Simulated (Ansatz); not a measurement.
Consider the redistribution: `CO[SiH2]S[SiH2]F` + `C[O][Sn][CH3]` → `CO[SiH2]S[SiH2]OC` + `[CH3][Sn][F]`.

Program: Ansatz. Geometries: PBE0-D4/def2-TZVP. ΔE: electronic, gas phase. CCSD(T)/CBS is the MP2 limit (def2-TZVPP, def2-QZVPP) plus CCSD(T) − MP2 in def2-TZVPP, frozen cores. Functionals use def2-TZVPP. B3LYP here is the variant with VWN-RPA as its local correlation; programs differ in this. def2 core potentials past Kr. For Sn outer-core shells are correlated without core-valence functions, which leaves a few kJ/mol of doubt a bond. One conformer a species, not always the lowest.

`CO[SiH2]S[SiH2]F`:

Z-matrix (Å, degrees):
```
C
O 1 1.412
H 1 1.095 2 111.9
H 1 1.092 2 109.5 3 120.4
H 1 1.092 2 109.0 3 -120.6
Si 2 1.631 1 126.7 3 -1.6
S 6 2.149 2 112.0 1 -108.3
H 6 1.485 2 109.0 1 13.1
H 6 1.480 2 109.8 1 135.5
Si 7 2.112 6 98.7 2 32.5
F 10 1.602 7 110.8 6 54.6
H 10 1.478 7 112.6 6 -64.2
H 10 1.479 7 106.6 6 172.6
```

`C[O][Sn][CH3]`:

Cartesian coordinates in Å:
```
C -1.344 -0.709 -0.610
O -1.320 -0.610 0.784
Sn 0.063 0.155 1.975
C 1.486 0.768 0.420
H -1.450 -1.759 -0.910
H -0.441 -0.312 -1.090
H -2.206 -0.162 -1.011
H 1.028 1.484 -0.269
H 1.822 -0.093 -0.166
H 2.361 1.238 0.877
```

`CO[SiH2]S[SiH2]OC`:

Cartesian coordinates in Å:
```
C -1.572 1.715 -0.250
O -0.286 1.239 -0.576
Si 0.005 0.252 -1.855
S 1.964 -0.528 -1.664
Si 2.146 -0.679 0.469
O 1.089 -1.701 1.181
C -0.242 -1.402 1.531
H -1.900 2.485 -0.956
H -2.313 0.907 -0.243
H -1.529 2.156 0.747
H -1.025 -0.823 -1.859
H -0.058 0.978 -3.150
H 2.032 0.666 1.080
H 3.489 -1.268 0.650
H -0.912 -1.557 0.680
H -0.347 -0.367 1.876
H -0.542 -2.074 2.337
```

`[CH3][Sn][F]`:

Z-matrix (Å, degrees):
```
C
Sn 1 2.175
H 1 1.094 2 108.8
H 1 1.094 2 108.9 3 116.6
H 1 1.092 2 113.1 3 -121.6
F 2 1.952 1 92.9 3 -59.7
```

**Question.** Is it downhill or uphill in electronic energy at CCSD(T)/CBS, and by how much? (Estimate.)

**Answer.** The calculation gave: Nearly level: ΔE = +0.03 eV.

**Question.** What do these levels give: PBE-D4, r2SCAN-D4, PBE0-D4, B3LYP-D4, B3LYP, HF/def2-TZVPP, SCS-MP2/def2-TZVPP, CCSD(T)/def2-TZVPP, HF/def2-QZVPP, MP2/def2-QZVPP, SCS-MP2/def2-QZVPP, HF/CBS(def2)? (Estimate.)

**Answer.** Computed: PBE-D4 0.01, r2SCAN-D4 0.01, PBE0-D4 -0.01, B3LYP-D4 -0.01, B3LYP 0.01, HF/def2-TZVPP -0.05, SCS-MP2/def2-TZVPP 0.05, CCSD(T)/def2-TZVPP 0.05, HF/def2-QZVPP -0.06, MP2/def2-QZVPP 0.05, SCS-MP2/def2-QZVPP 0.03, HF/CBS(def2) -0.06 eV.

Largest T1 diagnostic among the species: 0.017.

In def2-TZVPP, CCSD(T) changes the Hartree–Fock value by +0.10 eV (the triples alone add +0.02 eV) and MP2 by +0.12 eV.
